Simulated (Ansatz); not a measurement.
Diatomic MnH, multiplicity 7 (the spin of the measured ground state). No spin–orbit coupling. Mn is treated without relativity.

Seven points along R, fitted to fifth degree in 1/R; most abundant isotopes. Runs in def2 and cc sets follow the lowest solution found near the PBE0 minimum.

Correlated levels freeze the inner cores; with def2 sets outer-core shells near the valence are correlated too. CBS: X⁻³ extrapolation of the correlation energy, Hartree–Fock from the larger set.

Codes used: Ansatz (a quantum-chemistry and plane-wave program) with Gaussian orbitals. 

Quantity: r_e, from seven points a level.

Costs are ratios of core time to PBE/def2-TZVPP (roughly 10 s), for whole runs (searches for the state included, and forces where a run took them) on one shared machine, so rough; each error counts from the measured 1.7311 Å [Huber and Herzberg (1979), NIST Chemistry WebBook].

| level | basis functions | cost |
|---|---|---|
| SVWN5/def2-TZVPP | 78 | ×0.8 |
| PBE/def2-TZVPP | 78 | ×1 |
| PBE0/def2-TZVPP | 78 | ×1 |
| B3LYP/def2-TZVPP | 78 | ×1 |
| BHLYP/def2-TZVPP | 78 | ×1 |
| r2SCAN/def2-TZVPP | 78 | ×2 |
| B2PLYP/def2-TZVPP | 78 | ×2 |
| B97M-V/def2-TZVPP | 78 | ×3 |
| wB97X-V/def2-TZVPP | 78 | ×3 |
| CCSD(T)/def2-TZVPP | 78 | ×7 |
| CCSD(T)/def2-QZVPP | 130 | ×30 |
| CCSD(T)/CBS(def2-TZVPP, def2-QZVPP) | - | ×30 |

Q: What does the step from CCSD(T)/def2-TZVPP to CCSD(T)/def2-QZVPP cost and buy?

A: 78 to 130 functions, cost ×4 (rough); the error goes from -0.001 to -0.016 Å.

Each error (Å): SVWN5/def2-TZVPP -0.031; PBE/def2-TZVPP -0.016; PBE0/def2-TZVPP -0.004; B3LYP/def2-TZVPP 0.003; BHLYP/def2-TZVPP 0.020; r2SCAN/def2-TZVPP -0.017; B2PLYP/def2-TZVPP 0.001; B97M-V/def2-TZVPP 0.023; wB97X-V/def2-TZVPP -0.005; CCSD(T)/def2-TZVPP -0.001; CCSD(T)/def2-QZVPP -0.016; CCSD(T)/CBS(def2-TZVPP, def2-QZVPP) -0.025.
